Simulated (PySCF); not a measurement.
Ionisation energy of I²¹⁺ by level of theory

I²¹⁺ [Ar] 3d10 4s2 4p2 (3P) → I²²⁺ [Ar] 3d10 4s2 4p1 (2P), as a difference of total energies. Computed with PySCF 2.14 in an even-tempered Gaussian basis (20 s from 1.2 bohr⁻², ratio 2.5; 14 p from 1.5 bohr⁻², ratio 2.5; 9 d from 2.7 bohr⁻², ratio 2.5; 5 f from 9.1 bohr⁻², ratio 2.7; 4 g from 14 bohr⁻², ratio 2.7), with scalar relativity by spin-free X2C-1e. Correlated levels: outer shells: [Ne] frozen; virtual orbitals above 40 to 60 times the deepest correlated orbital energy dropped. The calculations carry no spin-orbit coupling.

```csv
method,ionisation energy (eV)
UHF,641.36
LDA,643.06
PBE,642.67
PBE0,642.66
r2SCAN,642.92
MP2 (outer shells),642.40
SCS-MP2 (outer shells),642.18
```

**Question.** How much does correlation contribute at MP2 (outer shells)?

**Answer.** 642.40 − (641.36) = 1.04 eV, measured against UHF.

Spin-orbit coupling is strong in these open shells (close to jj coupling). The scalar numbers leave it out and a first-order estimate fails, so it can dominate the gap to the real levels.

Breit and QED terms and the two-electron picture change are absent.

For comparison: 649 ± 4 eV (theoretical estimate listed by NIST; NIST Atomic Spectra Database, ionization energies).
